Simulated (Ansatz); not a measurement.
`S[SiH2][GeH2][I]` + H₂O → `[OH][GeH2][I]` + `[SiH3]S` at 400 K and 1 bar (formal hydrolysis of a Ge–Si bond).

Gas-phase electronic energies from Ansatz, PBE0-D4/def2-TZVP geometries. CBS: MP2 limit from def2 TZ/QZ plus the TZ coupled-cluster correction, frozen cores. This one scheme is used for every species. Elements past krypton have def2 core potentials. For Ge, I outer-core shells are correlated without core-valence functions, which leaves a few kJ/mol of doubt a bond. Scalar relativity is left out up to krypton. Each species was taken in one conformer, which may not be the lowest.

| species | CCSD(T)/CBS energy (Eh) | H − E (kJ/mol) | S (J/(mol·K)) |
| --- | --- | --- | --- |
| `S[SiH2][GeH2][I]` | -3063.48207 | 150.9 | 432.4 |
| H₂O | -76.37941 | 69.8 | 198.6 |
| `[OH][GeH2][I]` | -2450.58625 | 103.9 | 347.8 |
| `[SiH3]S` | -689.27336 | 109.8 | 293.0 |

H − E and S are ideal-gas, rigid-rotor, harmonic terms from PBE0-D4/def2-TZVP, for one conformer and one mirror image of each species. 1 Eh = 2625.50 kJ/mol, R = 8.31446 J/(mol·K).

Question: By hand: ΔE, ΔH, ΔS and ΔG.

Answer: ΔE = (-2450.58625) + (-689.27336) − (-3063.48207) − (-76.37941) = 0.00187 Eh = 4.9 kJ/mol. Δ(H − E) = 103.9 + 109.8 − 150.9 − 69.8 = -7.0, so ΔH = -2.1 kJ/mol. ΔS = 347.8 + 293.0 − 432.4 − 198.6 = 9.8 J/(mol·K). ΔG = -2.1 − 400 × (9.8)/1000 = -6.0 kJ/mol.

Question: By hand: the equilibrium constant, and the temperature at which ΔG would vanish if ΔH and ΔS stayed fixed.

Answer: log₁₀ K = −ΔG/(RT ln 10) = 0.8. ΔH and −TΔS have one sign here, so there is no such temperature. One of them is within its doubt of zero, so this could turn.

TΔS isn't small against ΔH here. A doubt of 5 kJ/mol in ΔE shifts log₁₀ K by 0.7 here. Other conformers and mirror images would add mixing entropy, several J/(mol·K) or more a flexible species. Modes under 60 cm⁻¹, often nearly free rotors, make the harmonic entropy too high. These are equilibria of isolated gas molecules and say nothing of rates. Largest T1 diagnostic: 0.011 (customary marks: 0.02 for closed shells, 0.045 for open ones).
